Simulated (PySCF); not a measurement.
Compound: C12H11O (charge +1).
Geometry (PBE0-D3(BJ)/def2-SVP, Å), atoms numbered from 1 in this order:
```xyz
24
C12H11O angstrom
C     -3.998   -0.201   -0.623
C     -3.138    0.796   -0.414
C     -2.547    1.143    0.916
C     -1.075    0.979    1.038
C     -0.290    0.363    0.122
C      1.135    0.175    0.224
C      1.793   -0.555   -0.802
C      3.145   -0.782   -0.777
C      3.903   -0.263    0.313
C      5.256   -0.478    0.360
O      6.375   -0.654    0.401
C      3.271    0.477    1.356
C      1.918    0.684    1.296
H     -4.332   -0.856    0.189
H     -4.414   -0.392   -1.615
H     -2.838    1.434   -1.255
H     -3.013    0.546    1.724
H     -2.787    2.190    1.187
H     -0.632    1.381    1.956
H     -0.770   -0.050   -0.770
H      1.202   -0.947   -1.632
H      3.633   -1.347   -1.573
H      3.860    0.873    2.186
H      1.445    1.255    2.095
```

Method: PySCF, PBE0-D3(BJ)/def2-SVP geometry optimisation, gas phase.

Masses are those of the commonest isotopes; rigid-rotor values at the optimised geometry. The values belong to one conformer with, in the numbering `[CH2:1]=[CH:2][CH2:3]/[CH:4]=[CH:5]/[c:6]1[cH:7][cH:8][c:9]([C:10]#[O+:11])[cH:12][cH:13]1`, C1–C2–C3–C4 116°, C2–C3–C4–C5 -10°, C4–C5–C6–C7 177°.

Question: What are A, B and C (MHz)?

Answer: Ia = 157.98, Ib = 1801.64, Ic = 1939.26 u·Å²; 505379 MHz·u·Å²/I gives A = 3199, B = 280.5, C = 260.6 MHz.

Question: Classify the top.

Answer: A near-prolate asymmetric top; Ray's κ = -0.986.

Question: Is it planar, by Δ = Ic − Ia − Ib?

Answer: Not planar: Δ = Ic − Ia − Ib = -20.36 u·Å². For a rigid frame Δ = −2 Σ m c², so Σ m c² = 10.18 u·Å² lies off the ab plane: 5.73 from hydrogen and 4.46 from heavier atoms. The atom farthest from that plane is 1.46 Å away.

Question: Give the other two planar moments, Paa and Pbb, and the rms extents of the mass along the axes.

Answer: Paa = Σ m a² = (Ib + Ic − Ia)/2 = 1791.46 and Pbb = Σ m b² = (Ia + Ic − Ib)/2 = 147.80 u·Å². With the mass M = 171.08 u, the rms extents √(P/M) along a, b and c are 3.24, 0.93, 0.24 Å.

Question: List the rotational levels J(Ka,Kc) to J = 3 (cm⁻¹).

Answer: Above 0(0,0):
J = 1: 1(0,1) 0.0180, 1(1,1) 0.1154, 1(1,0) 0.1161
J = 2: 2(0,2) 0.0541, 2(1,2) 0.1508, 2(1,1) 0.1528, 2(2,1) 0.4449, 2(2,0) 0.4449
J = 3: 3(0,3) 0.1083, 3(1,3) 0.2040, 3(1,2) 0.2080, 3(2,2) 0.4990, 3(2,1) 0.4990, 3(3,1) 0.9874, 3(3,0) 0.9874
The levels of one J sum to (2J + 1)J(J + 1)(A + B + C)/3.

Question: Which lines would a microwave search look for?

Answer: The dipole components (about the centre of mass, as the species is charged) are |μa| = 4.22 D, |μb| = 0.67 D, |μc| = 0.14 D. The squared components, which scale the intensities, stand as 1.00 : 0.02 : 0.00 (a : b : c). Some of the stronger lines:

```csv
type,branch,"J(Ka,Kc)",MHz,lower level (cm⁻¹)
a,R,"1(0,1) ← 0(0,0)",541,0.000
a,R,"2(1,2) ← 1(1,1)",1062,0.115
a,R,"2(0,2) ← 1(0,1)",1082,0.018
a,R,"2(1,1) ← 1(1,0)",1102,0.116
c,Q,"2(1,2) ← 2(0,2)",2899,0.054
c,Q,"1(1,1) ← 1(0,1)",2918,0.018
b,Q,"1(1,0) ← 1(0,1)",2938,0.018
b,Q,"2(1,1) ← 2(0,2)",2958,0.054
b,R,"1(1,1) ← 0(0,0)",3460,0.000
c,R,"1(1,0) ← 0(0,0)",3479,0.000
b,R,"2(1,2) ← 1(0,1)",3981,0.018
c,R,"2(1,1) ← 1(0,1)",4041,0.018
c,Q,"2(2,1) ← 2(1,1)",8755,0.153
b,Q,"2(2,0) ← 2(1,1)",8756,0.153
b,Q,"2(2,1) ← 2(1,2)",8815,0.151
b,R,"2(2,1) ← 1(1,0)",9858,0.116
c,R,"2(2,0) ← 1(1,0)",9858,0.116
c,R,"2(2,1) ← 1(1,1)",9877,0.115
b,R,"2(2,0) ← 1(1,1)",9878,0.115
```

Question: Estimate the classical rotational partition function at 25 K, 50 K and 298.15 K.

Answer: Point group C1, symmetry number σ = 1; q = (√π/σ)·√((kT/h)³/(ABC)), k/h = 20836.6 MHz/K: 43600 at 25 K, 123000 at 50 K, 1790000 at 298.15 K.

PBE0-D3(BJ)/def2-SVP frequencies: not computed here. Constants of a rigid frame at the computed geometry: no zero-point averaging, no centrifugal distortion.
